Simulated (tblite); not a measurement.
Species: C5H10Si.
Geometry (GFN2-xTB, Å), atoms numbered from 1 in this order:
```
atom  x, y, z in Å
C1     1.180   -0.964    1.796
C2     0.923    0.297    1.472
C3     0.410    0.782    0.197
C4     0.189    2.088    0.030
C5     0.106   -0.197   -0.889
Si6   -1.597   -1.023   -0.637
H7     1.560   -1.225    2.769
H8     1.026   -1.786    1.117
H9     1.105    1.074    2.205
H10   -0.191    2.485   -0.896
H11    0.383    2.803    0.812
H12    0.100    0.322   -1.849
H13    0.885   -0.957   -0.942
H14   -2.622    0.019   -0.576
H15   -1.619   -1.805    0.599
H16   -1.845   -1.904   -1.783
```

Level: GFN2-xTB in tblite, geometry and Hessian alike; calculated harmonic values, unscaled, isolated species. Against measured fundamentals such values can be off by several per cent, at times by over 20. Modes of hydrogen on silicon can be 10 to 20 % off. One conformer, not necessarily the lowest.

Harmonic wavenumbers (cm⁻¹): 74.3, 91.3, 127.6, 153.0, 297.2, 410.3, 419.0, 497.7, 519.9, 545.4, 620.8, 741.3, 751.8, 771.8, 790.6, 796.1, 807.8, 855.2, 871.6, 890.4, 971.4, 1011.9, 1024.8, 1111.6, 1212.0, 1299.1, 1304.9, 1413.3, 1423.0, 1477.8, 1661.0, 1673.9, 2247.6, 2268.3, 2273.5, 2979.5, 2994.1, 3046.0, 3100.6, 3107.1, 3124.4, 3129.1.

A = 3619, B = 2129, C = 1520 MHz; mass 98.055 u (most abundant isotopes); point group C1, symmetry number 1.

Q: What is the zero-point energy?

A: Half the sum of the wavenumbers: 27444 cm⁻¹ = 328.30 kJ/mol.

Q: Give the ideal-gas entropy at 298.15 K and 1 bar in the rigid-rotor, harmonic-oscillator model (classical rotation).

A: Translation 166.04, rotation 115.93, vibration 88.32: S = 370.3 J/(mol K).

Q: And Cp and H(298.15 K) − H(0)?

A: Cp = 137.55 J/(mol K), of which vibrations give 104.29 (their classical limit is 42 R = 349.2); H(298.15 K) − H(0) = 24.46 kJ/mol without the zero-point energy, 14.55 from vibrations.

Q: Which modes carry the vibrational entropy at 298.15 K?

A: 74.3 cm⁻¹: 16.89; 91.3 cm⁻¹: 15.20; 127.6 cm⁻¹: 12.48; 153.0 cm⁻¹: 11.02; 297.2 cm⁻¹: 5.99; 410.3 cm⁻¹: 3.87 J/(mol K); the other 36 give 22.87 together.

Q: How do the functions run with temperature in this model?

A: 
| T (K) | S (J/(mol K)) | Cp (J/(mol K)) | H − H(0) (kJ/mol) | G − H(0) (kJ/mol) | ln q(vib) |
| --- | --- | --- | --- | --- | --- |
| 100 | 269.1 | 64.7 | 4.80 | -22.11 | 1.05 |
| 200 | 323.6 | 98.6 | 12.87 | -51.86 | 2.87 |
| 300 | 371.2 | 138.3 | 24.72 | -86.63 | 4.79 |
| 500 | 458.0 | 202.9 | 59.25 | -169.72 | 8.84 |
| 800 | 567.6 | 263.0 | 129.95 | -324.14 | 14.87 |
| 1000 | 629.3 | 289.3 | 185.32 | -443.96 | 18.64 |

q(vib) and H(0) count from the zero-point level.

Hindered rotation and anharmonicity are outside this model. Other conformers, if any are populated, would add a mixing term that is left out. The structure is chiral; the term R ln 2 for an equal mix with its mirror image is left out.

On one thread of an Arm Neoverse N1, no GPU, shared host, this took 0.76 s of wall time. This covers the Hessian and the dipole derivatives.
